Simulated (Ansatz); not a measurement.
Molecule: CH$_{7}$AlN$_{2}$ (charge 0, singlet). 
Coordinates optimised at B3LYP-D3(BJ)/def2-TZVP (Ansatz, a first-principles code):
```
Al
N 1 1.7769
H 2 1.0075 1 124.02
H 2 1.0075 3 109.90 1 -179.75
N 1 1.7769 2 118.42 3 179.60
H 5 1.0075 1 124.02 2 -179.60
H 5 1.0075 6 109.90 1 179.75
C 1 1.9523 2 120.79 3 -0.95
H 8 1.0928 1 111.86 2 150.68
H 8 1.0928 9 107.59 1 123.23
H 8 1.0939 9 107.03 10 114.74
```
Charge 0, spin multiplicity 1.

Property: atomisation energy (electronic, to ground-state atoms), in kJ/mol. Correlated levels leave the core frozen unless marked. UHF or UKS for open shells. No spin-orbit coupling. Non-relativistic. The coupled-cluster limit lacks core correlation, which all-electron functionals hold. CBS(X,Y): correlation extrapolated as X^-3; Hartree-Fock from the larger set.

```json
[
 {"level": "B97M-V/def2-TZVPD", "program": "Ansatz", "atomisation energy (kJ/mol)": "3893.3"},
 {"level": "PBE0/def2-SVP", "program": "Ansatz", "atomisation energy (kJ/mol)": "3843.1"}
]
```

Task: Predict the CCSD(T)/CBS(aug-cc-pV(T+d)Z,aug-cc-pV(Q+d)Z) result (Ansatz).

Result: 3899.5 kJ/mol
